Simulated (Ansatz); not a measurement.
Species: C₂H₇BO, SMILES `BCOC` (charge 0, multiplicity 1).

Question: Give a relaxed geometry from PBE0-D4/def2-TZVP in Ansatz (a program for electronic structure).

Answer: One answer among several that fit: the end point of this relaxation, one of several conformers (outside a Z-matrix the atoms follow the SMILES, hydrogens last).
Cartesian coordinates (Å) in one orientation:
```xyz
11

B      1.946    -0.085     0.322
C      0.535     0.283    -0.193
O     -0.459    -0.670     0.073
C     -1.715    -0.289    -0.413
H      2.166    -1.106     0.901
H      2.830     0.696     0.120
H      0.614     0.486    -1.280
H      0.267     1.271     0.234
H     -2.058     0.650     0.045
H     -1.702    -0.154    -1.504
H     -2.422    -1.082    -0.164
```
